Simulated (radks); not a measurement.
Species: Hg I. Configuration: [Xe] 4f14 5d9.5 6s2 6p0.5 (fractional occupations, a model configuration). Method: scalar-relativistic Kohn-Sham, r2SCAN, spin-unpolarised, spherical densities, finite nucleus; meta-GGA in the generalised Kohn-Sham scheme; Fermi nuclear charge, rms radius 5.4648 fm; computed with a radial shooting solver on a logarithmic mesh with Libxc functionals.

Normalised radial functions P(r) = r R(r), r in bohr:

r	5s
0.001918	0.1339
0.002642	0.1616
0.003638	0.1892
0.005011	0.2117
0.0069	0.2204
0.009427	0.2039
0.01298	0.1464
0.01788	0.0369
0.02462	-0.1187
0.0339	-0.2756
0.04669	-0.3389
0.0643	-0.1979
0.08855	0.1516
0.1219	0.4637
0.1679	0.3332
0.2313	-0.2876
0.3185	-0.7064
0.4386	-0.2073
0.604	0.8043
0.8318	1.2654
1.145	0.9038
1.565	0.3654
2.155	0.0785
2.968	0.0083
4.087	0.0004
5.628	0.0000
7.751	0.0000
10.67	0.0000
14.7	0.0000

5s: eigenvalue -123.43 eV, 4 radial nodes at r = 0.0194, 0.0782, 0.202, 0.469 bohr, <r> = 0.904 bohr, 90 % of the charge inside 1.29 bohr.
